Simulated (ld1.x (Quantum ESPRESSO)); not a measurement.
**S (Z = 16): one change to a PAW potential, before and after**

S, PAW, made with ld1.x (Quantum ESPRESSO) 7.5 (PBE, scalar-relativistic). Core [Ne], reference 3s2 3p3 (charge +1). Waves: 3s (bound): rcut 1.05, rcutus 1.25 bohr; 3s channel at 1.45 Ry: rcut 1.05, rcutus 1.25 bohr; 3p (bound): rcut 1.10, rcutus 1.35 bohr; 3p channel at 0.25 Ry: rcut 1.10, rcutus 1.35 bohr. Local part: all-electron potential smoothed inside 1.10 bohr (lloc = -2). Core correction: Bessel-smoothed model core inside 0.80 bohr. Augmentation charge: PSQ, inside the norm-conserving radii.

Change: local potential all-electron potential smoothed inside 0.95 bohr (lloc = -2).

Cutoffs: the cutoffs (Ry, on a coarse ladder) from which the occupation-weighted sum of valence levels, in a spherical-Bessel basis at the reference potential, stays within 10 and 1 mRy of its value at 400 Ry; they do not see the model core or the augmentation charge, which bear on the density cutoff. Errors are all-electron minus pseudo energies relative to the spin-unpolarised reference configuration.

Problem. What does the change do?

Solution. The potential gets neither clearly harder nor softer (25 Ry and 45 Ry → 25 Ry and 45 Ry); the errors of the 7 common tests hardly move; the range in which the s phases agree narrows (upper end at the end of the scan → 3.7); neither file shows a bound ghost.

| quantity | base | changed |
| --- | --- | --- |
| cutoff, loose | 25 Ry | 25 Ry |
| cutoff, tight | 45 Ry | 45 Ry |
| bound ghosts | none | none |
| error for 3s2 3p4, meV [ΔE -11.77 eV] | +0.4 | +0.5 |
| error for 3s2 3p2, meV [ΔE 22.28 eV] | -4.2 | -4.1 |
| error for 3s2 3p1, meV [ΔE 56.33 eV] | -23 | -23 |
| error for 3s2 3p3.5, meV [ΔE -7.11 eV] | +0.3 | +0.3 |
| error for 3s1 3p4, meV [ΔE 10.88 eV] | -0.7 | -0.7 |
| error for 3s0 3p6, meV [ΔE 8.97 eV] | -0.4 | -0.4 |
| error for 3s1 3p5, meV [ΔE -1.46 eV] | +0.3 | +0.3 |
| s: phases at 1.50 bohr within 0.05 rad from the reference energy up to (Ry; the scan ends near 5) | to the end of the scan | 3.7 |
| p: phases at 1.50 bohr within 0.05 rad from the reference energy up to (Ry; the scan ends near 5) | to the end of the scan | to the end of the scan |
| lowest overlap eigenvalue by channel | s 0.52, p 0.75 | s 0.52, p 0.73 |
